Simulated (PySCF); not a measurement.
## Relaxation of triplet Sr₂O

Level of theory: PySCF, UPBE0, basis O def2-TZVP, Sr def2-TZVP with ECP28 (scalar-relativistic core potentials, no spin–orbit coupling, density fitting). A (50,194) grid was used.

A hand-made linear start, of D∞h symmetry, held to at least that symmetry:

```xyz
3
charge 0 multiplicity 3, angstrom
O     0.0000    0.0000    0.0000
Sr    0.0000    0.0000    2.4800
Sr    0.0000    0.0000   -2.4800
```

Task: What does it relax to?

Result: It ends at D∞h with O–Sr 2.112 Å (×2); Sr–O–Sr 180.0°. A frequency run shows a minimum. Other isomers or separated fragments may lie lower.

Task: How much energy is released, and in how many steps?

Result: 126.7 kJ/mol in 4 steps.
